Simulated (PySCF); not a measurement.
# Ionisation energy of Ru³¹⁺ by level of theory

Ru³¹⁺ [Ne] 3s2 3p1 (2P) → Ru³²⁺ [Ne] 3s2 (1S), as a difference of total energies. Calculation: PySCF 2.14, in an uncontracted even-tempered set (16 s from 4.1 bohr⁻², ratio 2.5; 10 p from 5.4 bohr⁻², ratio 2.5; 5 d from 23 bohr⁻², ratio 2.7; 4 f from 34 bohr⁻², ratio 2.7); the non-relativistic Hamiltonian (point nucleus). Correlated levels: outer shells: 1s2 frozen; virtual orbitals above 40 to 60 times the deepest correlated orbital energy dropped. The calculations carry no spin-orbit coupling.

```json
{"method": "UHF", "ionisation energy (eV)": "1770.5"}
{"method": "MP2 (outer shells)", "ionisation energy (eV)": "1770.8"}
{"method": "SCS-MP2 (outer shells)", "ionisation energy (eV)": "1770.7"}
{"method": "CCSD (outer shells)", "ionisation energy (eV)": "1770.7"}
{"method": "CCSD(T) (outer shells)", "ionisation energy (eV)": "1770.7"}
```

A first-order spin-orbit estimate (lowest level to lowest level, LS coupling) adds 17.725 eV.

All relativistic terms are absent from these numbers, so their closeness to the reference says little about the methods.

For comparison: 1794 ± 8 eV (semi-empirical (NIST evaluation); NIST Atomic Spectra Database, ionization energies).
